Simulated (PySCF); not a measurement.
In(CF3)(OH)2 (CH2F3InO2), SMILES [OH][In]([OH])[C](F)(F)F.

The structure is a stationary point at PBE-D3(BJ)/def2-SVP. The structure was generated by enumeration; whether it is a known compound was not checked. The def2 effective core potentials stand for the cores of In; spin–orbit coupling is left out. The values are those of a single conformer.

Two levels are set side by side: TDA-PBE/def2-SVPD (PySCF) and TDA-B3LYP/def2-SVPD (PySCF). Vertical, same geometry. The lowest singlet is HOMO→LUMO 100 % with PBE and HOMO→LUMO 99 % with the other functional; states are paired by order. Differences are taken from unrounded values.

| quantity | TDA-B3LYP | TDA-PBE | TDA-PBE minus TDA-B3LYP |
|---|---|---|---|
| lowest singlet excitation (eV) | 4.75 | 4.19 | -0.56 |
| lowest triplet excitation (TDA) (eV) | 4.39 | 3.88 | -0.50 |
| first bright state (f over 0.05) (eV) | 5.87 | 5.35 | -0.52 |
| its oscillator strength | 0.12 | 0.08 | -0.04 |

Functionals without exact exchange tend to place singlet excitations lower, as here. Differences between two approximate levels are no errors against the true value.

Rough cost on one machine, each run with all the roots and properties that it gave: TDA-B3LYP against TDA-PBE about 2 times.
